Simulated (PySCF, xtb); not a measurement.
Si(Cl)3(NH2) (Cl₃H₂NSi), SMILES N[Si](Cl)(Cl)Cl.

xtb with GFN2-xTB at its own geometry gives an orbital gap of 6.93 eV and a dipole moment of 2.72 D.

The structure is a stationary point at B3LYP-D3(BJ)/def2-SVP. Other conformers were not sampled.

Task: What does PySCF with B3LYP/def2-TZVP give? (The exact figures need the calculation; the answer reports its results.)

Result: gap 7.71 eV (levels -8.08 and -0.38 eV), dipole 2.47 D.
